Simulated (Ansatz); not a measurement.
Consider the substitution at a C–B bond: `S=CBS` + `N[SiH3]` → `[SiH3]NC=S` + `BS`.

Calculated with Ansatz (gas phase, PBE0-D4/def2-TZVP geometries, no zero-point term in ΔE). CCSD(T)/CBS adds triple-zeta CCSD(T) − MP2 to the extrapolated MP2 energy (def2 sets, frozen cores). This one scheme is used for every species. Functionals use def2-TZVPP. One conformer a species, not always the lowest.

```json
{"level": "PBE-D4", "ΔE (eV)": "-0.20"}
{"level": "PBE0-D4", "ΔE (eV)": "-0.21"}
{"level": "ωB97M-V", "ΔE (eV)": "-0.15"}
{"level": "PBE0", "ΔE (eV)": "-0.21"}
{"level": "HF/def2-TZVPP", "ΔE (eV)": "-0.32"}
{"level": "CCSD/def2-TZVPP", "ΔE (eV)": "-0.10"}
{"level": "MP2/def2-QZVPP", "ΔE (eV)": "-0.08"}
{"level": "CCSD/CBS(def2)", "ΔE (eV)": "-0.08"}
```

Q: What does CCSD(T)/CBS give? (Estimate.)

A: Ansatz gave: -0.06 eV. The listed levels differ from it by -0.14, -0.15, -0.09, -0.15, -0.26, -0.04, -0.02, -0.02 eV.

Largest T1 diagnostic among the species: 0.017.

In def2-TZVPP, CCSD(T) changes the Hartree–Fock value by +0.24 eV (the triples alone add +0.02 eV) and MP2 by +0.23 eV.
